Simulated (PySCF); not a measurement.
Running PySCF for LiBr⁺

The script input.py:

```python
from pyscf import gto, dft

mol = gto.M(
    atom='Li 0 0 0; Br 0 0 2.093',
    basis='6-31g',
    charge=1,
    spin=1,
    verbose=4,
)
mf = dft.UKS(mol, xc='o3lyp')
mf.kernel()
mf.stability(internal=True, external=True)
mf.dip_moment()
print('orbital energies (hartree):', [e[max(0, n-3):n+3].round(4) for e, n in zip(mf.mo_energy, mol.nelec)])
```

```bash
$ python input.py
```

It prints (some set-up lines and the per-cycle HOMO/LUMO lines with their warnings removed):

```
PySCF version 2.14.0

[INPUT] verbose = 4
[INPUT] num. atoms = 2
[INPUT] num. electrons = 37
[INPUT] charge = 1
[INPUT] spin (= nelec alpha-beta = 2S) = 1
[INPUT] symmetry False subgroup None
[INPUT] Mole.unit = angstrom
[INPUT] Symbol           X                Y                Z      unit          X                Y                Z       unit  Magmom
[INPUT]  1 Li     0.000000000000   0.000000000000   0.000000000000 AA    0.000000000000   0.000000000000   0.000000000000 Bohr   0.0
[INPUT]  2 Br     0.000000000000   0.000000000000   2.093000000000 AA    0.000000000000   0.000000000000   3.955196778715 Bohr   0.0

nuclear repulsion = 26.5473517183947
number of shells = 16
number of NR pGTOs = 112
number of NR cGTOs = 36
basis = 6-31g
ecp = {}

******** <class 'pyscf.dft.uks.UKS'> ********
method = UKS
initial guess = minao
damping factor = 0
level_shift factor = 0
DIIS = <class 'pyscf.scf.diis.CDIIS'>
diis_start_cycle = 1
diis_space = 8
diis_damp = 0
SCF conv_tol = 1e-09
SCF conv_tol_grad = None
SCF max_cycles = 50
direct_scf = True
direct_scf_tol = 1e-13
number electrons alpha = 19  beta = 18
XC library pyscf.dft.libxc version 7.0.0
    S. Lehtola, C. Steigemann, M. J.T. Oliveira, and M. A.L. Marques.,  SoftwareX 7, 1–5 (2018)
XC functionals = o3lyp
    W.-M. Hoe, A. J. Cohen, and N. C. Handy.,  Chem. Phys. Lett. 341, 319–328 (2001)
    A. J. Cohen and N. C. Handy.,  Mol. Phys. 99, 607 (2001)
radial grids:
    Treutler-Ahlrichs [JCP 102, 346 (1995); DOI:10.1063/1.469408] (M4) radial grids

becke partition: Becke, JCP 88, 2547 (1988); DOI:10.1063/1.454033
pruning grids: <function nwchem_prune>
grids dens level: 3
symmetrized grids: False
atomic radii adjust function: <function treutler_atomic_radii_adjust>
small_rho_cutoff = 0
Set gradient conv threshold to 3.16228e-05
tot grids = 34152
init E= -2580.81030072597

cycle= 1 E= -2581.56486762169  delta_E= -0.755  |g|= 0.159  |ddm|=  1.1
cycle= 2 E= -2581.56839706859  delta_E= -0.00353  |g|= 0.093  |ddm|= 0.213
cycle= 3 E= -2581.56926744828  delta_E= -0.00087  |g|= 0.00674  |ddm|= 0.0373
cycle= 4 E= -2581.56928241969  delta_E= -1.5e-05  |g|= 0.00165  |ddm|= 0.0142
cycle= 5 E= -2581.5692841418  delta_E= -1.72e-06  |g|= 0.000228  |ddm|= 0.00394
cycle= 6 E= -2581.56928418746  delta_E= -4.57e-08  |g|= 2.42e-05  |ddm|= 0.00071
cycle= 7 E= -2581.569284188  delta_E= -5.38e-10  |g|= 1.25e-06  |ddm|= 7.92e-05
Extra cycle  E= -2581.569284188  delta_E= -1.36e-12  |g|= 4.13e-07  |ddm|= 5.81e-06
converged SCF energy = -2581.569284188  <S^2> = 0.75056196  2S+1 = 2.0005619
uhf_internal: lowest eigs of H = [-1.62657030e-06  5.52369344e-02  4.93483278e-01]
<class 'pyscf.dft.uks.UKS'> wavefunction is stable in the internal stability analysis
uhf_real2complex: lowest eigs of H = [0.00338321 0.02975026 0.24668254]
<class 'pyscf.dft.uks.UKS'> wavefunction is stable in the real -> complex stability analysis
uhf_external: lowest eigs of H = [-0.04720606 -0.0092172   0.01651287]

WARN: System has nonzero charge 1; the dipole moment is origin-dependent.
Location of origin: [0. 0. 0.]

Dipole moment(X, Y, Z, Debye): -0.00000, -0.00000,  1.39145
orbital energies (hartree): [array([-0.5877, -0.5664, -0.5398, -0.2543, -0.1894, -0.1853]), array([-0.9676, -0.5477, -0.5214, -0.4736, -0.2539, -0.1864])]
```

In short: E(SCF) = -2581.569284 Eh, 7 cycles, ⟨S²⟩ = 0.751, internal stable; real -> complex stable.

Wall time 10 s on one thread of a shared host.

The bond length is a typed value, not an optimised one. The dipole of an ion depends on the origin. No search for the lowest solution was made.
